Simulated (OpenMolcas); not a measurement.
**Sm3+ in a ligand field**

Sm3+ with 6 ligands (oxide) in octahedral coordination (Oh) at 2.34 Å. A charge of +1.5 e stands 2.4 Å behind each ligand. Ligand basis ANO-RCC-VDZP.
```
Sm    0.0000    0.0000    0.0000
O     2.3400    0.0000    0.0000
O     0.0000    2.3400    0.0000
O    -2.3400    0.0000    0.0000
O     0.0000   -2.3400    0.0000
O     0.0000    0.0000    2.3400
O     0.0000    0.0000   -2.3400
```

```
Program             : OpenMolcas
Method              : CASSCF
Basis               : ANO-RCC-VDZP [7s6p4d2f1g]
Scalar Hamiltonian  : DKH2, point nucleus
Active space        : 5 electrons in 7 orbitals (4f)
State averaging     : 2S+1 = 6 odd, 21 roots; 2S+1 = 4 odd, 128 roots kept (CI in the orbitals of an earlier block, 108 in the spin-orbit step); 2S+1 = 2 odd, 130 roots kept (CI in the orbitals of an earlier block, 41 in the spin-orbit step)
Spin-orbit coupling : RASSI with atomic mean-field integrals over the reference wave functions
```

The lowest spin-free states (labels of O, the rotations of Oh), above the lowest:

| State | Degeneracy | E (cm-1) | Free-ion L (%) |
| --- | --- | --- | --- |
| 6T1 | 3 | 0.0 | H (99) |
| 6E | 2 | 133.9 | H (100) |
| 6T2 | 3 | 337.4 | H (100) |
| 6T1 | 3 | 614.9 | H (100) |
| 6A2 | 1 | 6898 | F (100) |
| 6T2 | 3 | 6929 | F (100) |
| 6T1 | 3 | 7067 | F (99) |
| 4A1 | 1 | 22199 | I (97) |
| 4T1 | 3 | 22219 | I (91) |
| 4T2 | 3 | 22256 | I (84) |
| 4A2 | 1 | 22390 | F (60) |
| 4A2 | 1 | 22539 | M (92) |
| 4T2 | 3 | 22554 | M (88) |
| 4T1 | 3 | 22590 | M (97) |
| 4T2 | 3 | 22637 | I (68) |
| 4E | 2 | 22716 | I (96) |
| 4T1 | 3 | 22778 | M (91) |
| 4E | 2 | 22779 | M (97) |
| 4A2 | 1 | 22796 | I (62) |
| 4A1 | 1 | 22802 | M (97) |

The lowest levels with spin-orbit coupling:

| E (cm-1) | Degeneracy | Label | 2S+1 | J | |mJ| (%) | g |
| --- | --- | --- | --- | --- | --- | --- |
| 0.0 | 2 | Γ7 | 6 | 2.52 | 3/2 (82) | 0.01 0.01 0.01 |
| 163.4 | 4 | Γ8 | 6 | 2.54 | 1/2 (49) |  |
| 1111 | 2 | Γ6 | 6 | 3.51 | 1/2 (58) | 2.17 2.17 2.17 |
| 1236 | 4 | Γ8 | 6 | 3.51 | 3/2 (37) |  |
| 1249 | 2 | Γ7 | 6 | 3.50 | 5/2 (74) | 2.00 2.00 2.00 |
| 2396 | 2 | Γ6 | 6 | 4.50 | 1/2 (58) | 4.14 4.14 4.14 |
| 2483 | 4 | Γ8 | 6 | 4.51 | 3/2 (44) |  |
| 2538 | 4 | Γ8 | 6 | 4.50 | 5/2 (44) |  |
| 3893 | 4 | Γ8 | 6 | 5.49 | 1/2 (36) |  |
| 3922 | 2 | Γ7 | 6 | 5.52 | 3/2 (46) | 4.44 4.44 4.44 |
| 3930 | 4 | Γ8 | 6 | 5.51 | 5/2 (38) |  |
| 3938 | 2 | Γ6 | 6 | 5.50 | 7/2 (72) | 4.22 4.22 4.22 |
| 5390 | 2 | Γ6 | 6 | 6.50 | 9/2 (68) | 6.21 6.21 6.21 |
| 5396 | 4 | Γ8 | 6 | 6.50 | 7/2 (36) |  |
| 5420 | 2 | Γ7 | 6 | 6.49 | 5/2 (57) | 0.74 0.74 0.74 |
| 5500 | 2 | Γ7 | 6 | 6.50 | 3/2 (57) | 1.63 1.63 1.63 |
| 5521 | 4 | Γ8 | 6 | 6.50 | 1/2 (43) |  |
| 6842 | 4 | Γ8 | 6 | 7.49 | 9/2 (39) |  |
| 6936 | 4 | Γ8 | 6 | 7.49 | 7/2 (39) |  |
| 7122 | 2 | Γ7 | 6 | 7.48 | 13/2 (40) | 7.53 7.53 7.53 |

Powder χT (cm3 K/mol): 0.00225 at 2 K, 0.0112 at 10 K, 0.0573 at 50 K, 0.119 at 100 K, 0.218 at 200 K, 0.305 at 300 K. The effective moment at 300 K is 2.828 √(χT) = 1.56 μB.

Hund's rules give f5 the level 6H5/2 with g = 0.286, so an isolated free-ion multiplet has χT = g² J(J+1) / 8 = 0.089 cm3 K/mol. The computed 0.305 at 300 K differs by +242 %, through the field's splitting, the mixing of terms and any other multiplet in reach.

Stevens parameters of the J = 5/2 multiplet, which is 163 cm-1 wide (cm-1, z along the main axis): B40 = 4.495e-01, B44 = 2.300e+00.

Metal share of the active 4f orbitals (Löwdin): 99, 99, 99, 100, 100, 100, 100 %; Mulliken charge of the metal 2.13.

High states are left out of the spin-orbit mixing, which shifts the levels that they would mix with. The oxide ions are held by bare point charges, a crude embedding. Without dynamic correlation the ligand-field splitting of an f shell can come out too small, at times by half. The first state left out of the spin-orbit step lies near 38000 cm-1 above the lowest spin-free state of the reference (among the parities and spins computed), and the lists stop at four fifths of that energy or lower. No measured value stands beside these numbers; the geometry is a model, was not optimised and need not be the one that this ion takes.
